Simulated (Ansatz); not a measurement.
Calculated with Ansatz (gas phase, PBE0-D4/def2-TZVP geometries, no zero-point term in ΔE). CCSD(T)/CBS adds triple-zeta CCSD(T) − MP2 to the extrapolated MP2 energy (def2 sets, frozen cores). DFT in def2-TZVPP. B3LYP here is the variant with VWN-RPA as its local correlation; programs differ in this. HSE06 is defined as in plane-wave codes. For Br outer-core shells are correlated without core-valence functions, which leaves a few kJ/mol of doubt a bond. Scalar relativity is left out up to krypton. Each species was taken in one conformer, which may not be the lowest.

Consider the ligand exchange at the Al–Br bond: `[SH][Al]([SH])[Br]` + silanol → `[SiH3][O][Al]([SH])[SH]` + HBr.

CCSD(T)/CBS gives +0.04 eV.

Problem. Another level gave +0.03 eV. Which?
A. HSE06-D4/def2-TZVPP
B. CAM-B3LYP-D4/def2-TZVPP
C. B3LYP/def2-TZVPP
D. LC-ωPBE/def2-TZVPP

Solution. D. LC-ωPBE 0.03, B3LYP -0.02, HSE06-D4 0.10, CAM-B3LYP-D4 -0.08 eV.

Largest T1 diagnostic among the species: 0.012.

Leaving LDA and LC-ωPBE aside and taking each functional with its dispersion term where it has one, the values spread over 0.18 eV, from CAM-B3LYP-D4 to HSE06-D4. LDA lies −0.05 eV from PBE without D4. At CCSD(T), def2-SVP lies −0.13 eV from the extrapolated value and def2-TZVPP −0.06 eV.
